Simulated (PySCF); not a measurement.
Species: C₅H₉N₂ (charge +1).
Atom-mapped SMILES: `[CH3:1][c:2]1[nH:3][cH:4][cH:5][n+:6]1[CH3:7]` (hydrogens: H8, H9, H10 on C1; H11 on N3; H12 on C4; H13 on C5; H14, H15, H16 on C7)

Computed, not measured: TDDFT PBE0/def2-SVPD, vertical, gas phase, core orbitals frozen in the response in PySCF 2.14.0, density-fitted response routines. Geometry: GFN2-xTB; no solvent, vibrations or thermal averaging.

```json
{"state": "S1", "λ (nm)": "196.8", "E (eV)": "6.30", "f": "0.196", "symmetry": "A′", "main configurations (H = HOMO, L = LUMO)": "H→L (96%)"}
{"state": "S2", "λ (nm)": "170.9", "E (eV)": "7.25", "f": "0.0087", "symmetry": "A″", "main configurations (H = HOMO, L = LUMO)": "H→L+2 (97%)"}
{"state": "S3", "λ (nm)": "170.9", "E (eV)": "7.26", "f": "0.037", "symmetry": "A′", "main configurations (H = HOMO, L = LUMO)": "H→L+1 (74%), H-1→L (23%)"}
{"state": "S4", "λ (nm)": "157.4", "E (eV)": "7.88", "f": "0.0073", "symmetry": "A″", "main configurations (H = HOMO, L = LUMO)": "H→L+3 (96%)"}
{"state": "S5", "λ (nm)": "147.6", "E (eV)": "8.40", "f": "0.439", "symmetry": "A′", "main configurations (H = HOMO, L = LUMO)": "H-1→L (73%), H→L+1 (22%)"}
{"state": "S6", "λ (nm)": "146.2", "E (eV)": "8.48", "f": "0.010", "symmetry": "A″", "main configurations (H = HOMO, L = LUMO)": "H→L+4 (96%)"}
```

Triplets, Tamm–Dancoff:

| state | E (eV) | λ (nm) | main configurations (H = HOMO, L = LUMO) |
| --- | --- | --- | --- |
| T1 | 4.56 | 272.0 | H→L (97%) |
| T2 | 5.00 | 247.9 | H→L+1 (95%) |

The lowest singlet comes at 197 nm (608 kJ/mol) in the vacuum ultraviolet; it is strong; its leading configuration is HOMO→LUMO (96%). The most intense listed level is S5 at 8.40 eV (148 nm, f = 0.439), 2.10 eV above S1. S2/S3 lie within about 0.01 eV of each other. Löwdin shares by element: HOMO carbon 69% or more, nitrogen 9% or more (atoms not listed hold the other 22%); LUMO carbon 40% or more, nitrogen 39% (atoms not listed hold the other 21%). The listed states span 2.18 eV, and the widest gap between neighbours is 0.95 eV (S1 to S2). Orbital energies (eV): HOMO-3 -16.12, HOMO-2 -16.00, HOMO-1 -13.89, HOMO -11.99, LUMO -4.95, LUMO+1 -4.00, LUMO+2 -3.53. The oscillator strengths of these states sum to 0.698; summed over the whole spectrum of an exact calculation they would give the number of electrons, 52 (Thomas–Reiche–Kuhn). No computed singlet lies in the visible range (380 to 750 nm); the lowest, at 197 nm, stands 3.04 eV above its violet end (3.26 eV). Symmetry labels in Cs follow from the direction of the transition dipole and are given only for states with f of 0.002 or more. The window holds the lowest 6 singlets.

The run took about 70 s of CPU time (one thread, shared machine).
